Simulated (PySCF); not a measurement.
## Hf⁶⁸⁺: ionisation energy

Hf⁶⁸⁺ [He] 2s2 (1S) → Hf⁶⁹⁺ [He] 2s1 (2S), as a difference of total energies. Computed with PySCF 2.14 in an even-tempered Gaussian basis (18 s from 48 bohr⁻², ratio 2.2; 8 p from 73 bohr⁻², ratio 2.4; 5 d from 220 bohr⁻², ratio 2.4; 5 f from 330 bohr⁻², ratio 2.4; 4 g from 500 bohr⁻², ratio 2.4), with scalar relativity by spin-free X2C-1e. Correlated levels: nothing frozen; virtual orbitals above 40 to 60 times the deepest correlated orbital energy dropped. The calculations carry no spin-orbit coupling.

| method | ionisation energy (eV) |
| --- | --- |
| UHF | 18201.1 |
| LDA | 18191.5 |
| PBE | 18209.7 |
| PBE0 | 18207.9 |
| r2SCAN | 18198.3 |
| PW91 | 18211.0 |
| M06-2X | 18212.6 |
| MP2 (all electrons) | 18206.0 |
| SCS-MP2 (all electrons) | 18206.9 |

Q: How much does correlation contribute at MP2 (all electrons)?

A: 18206.0 − (18201.1) = 4.9 eV, measured against UHF.

For this ion Breit and QED terms and the two-electron picture change, all absent here, outweigh the differences among the correlated methods.

For comparison: 18180 ± 50 eV (theoretical estimate listed by NIST; NIST Atomic Spectra Database, ionization energies).
